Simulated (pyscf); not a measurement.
H₃Ge–AsH₂ -> H₃Ge–AsH₂ (concerted two-bond exchange; singlet surface; As–H, Ge–H broken, As–H, Ge–H formed). PySCF, gas phase, ωB97X-D3(BJ)/def2-SVP geometries. MP2 and CC: frozen core, UHF for open shells. ΔMP2 is the change of the MP2 total energy from the triple- to the quadruple-zeta basis. Energies in kcal/mol from the reactant's lowest minimum found.

```csv
level,barrier,reaction energy
PBE/def2-TZVP,69.1,0.0
r²SCAN/def2-TZVP,(withheld),0.0
M06-2X/def2-TZVP,67.5,0.0
HF/def2-TZVP,69.2,0.0
MP2/def2-QZVPP,72.4,0.0
CCSD/def2-TZVPP,70.5,0.0
CCSD(T)/def2-TZVPP + ΔMP2(QZVPP),(withheld),0.0
```

Question: Complete the blanks.

Answer: 
- r²SCAN/def2-TZVP, barrier: 72.8
- CCSD(T)/def2-TZVPP + ΔMP2(QZVPP), barrier: 68.7

The same reactants have a lower exit, to AsH₃ + GeH₂ [singlet] (barrier +51.3 kcal/mol at ωB97M-D3(BJ)/def2-TZVP, against +67.7 kcal/mol here). This is the saddle that the search found; another between the same sides may lie lower. A restricted solution here is unstable towards spin polarisation, so biradical character is likely and single-reference numbers are less safe. The CCSD(T) − MP2 part came from Ansatz, without density fitting, on the same reference. The frozen core leaves the outer d or s,p core shells of the metals and heavy elements correlated in the MP2 and CC values, and def2-TZVPP describes them poorly, which can shift differences by a few kcal/mol. Elements up to Kr have no core potential and no relativistic terms here.
